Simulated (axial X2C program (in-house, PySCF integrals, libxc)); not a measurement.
## Curves of CPrO from open-shell CI on f(δφ)1 f(π)0

Calculated with an axial X2C code built on PySCF integrals: two-component X2C with atomic mean-field Coulomb and Gaunt terms, basis C dyall-v2z, Pr dyall-v2z, O dyall-v2z (cores contracted in-house). Orbitals come from Hartree–Fock averaged over the configuration Pr f(δφ)1 f(π)0; CI then distributes these electrons over the f(δφ), f(π) shells of Pr.

Scan along the C–Pr bond with PrO moving as one mass, its bond held at 1.720 Å; masses C 12.000 u, Pr 140.908 u, O 15.995 u. Energies in cm⁻¹ from the lowest point; levels are followed by energy order within each Ω. Lowest level at 2.099 Å: 100% f(δφ)1.

```csv
R (Å),(1)Ω=5/2,(1)Ω=3/2,(1)Ω=7/2,(2)Ω=5/2
1.952,1618,3267,4262,5448
2.026,388,2172,3008,4322
2.099,0,1894,2603,4023
2.183,338,2334,2930,4451
2.267,1307,3381,3896,5498
2.361,2915,5054,5511,7189
2.477,5347,7541,7974,9741
```

Problem. Fit the curves (1)Ω=5/2, (1)Ω=3/2, (1)Ω=7/2, (2)Ω=5/2 near their minima.

Solution. From the open-shell CI curves, Te from the lowest:

| level | Te (cm⁻¹) | Re (Å) | ωe (cm⁻¹) |
| --- | --- | --- | --- |
| (1)Ω=5/2 | 0 | 2.104 | 597.2 |
| (1)Ω=3/2 | 1893 | 2.092 | 599.3 |
| (1)Ω=7/2 | 2602 | 2.105 | 599.0 |
| (2)Ω=5/2 | 4023 | 2.094 | 602.1 |

Without dynamic correlation distances can be off by several hundredths of an Å (long for ionic bonds, short for multiple bonds) and the wavenumbers are rough.

Dynamic correlation is missing, so gaps between terms are too wide and other configurations may lie lower; the lowest level listed is that of this model, not necessarily the ground state. At most 6 roots were kept for each Ω > 0 (twice that for Ω = 0) within 3.5 eV of the lowest, so higher up levels can be missing between those listed; levels with Ω > 0 are doubly degenerate and listed once, Ω = 0 levels singly. States that fill the shells left empty in the average are placed too high. The molecule was held linear; bending was not examined.
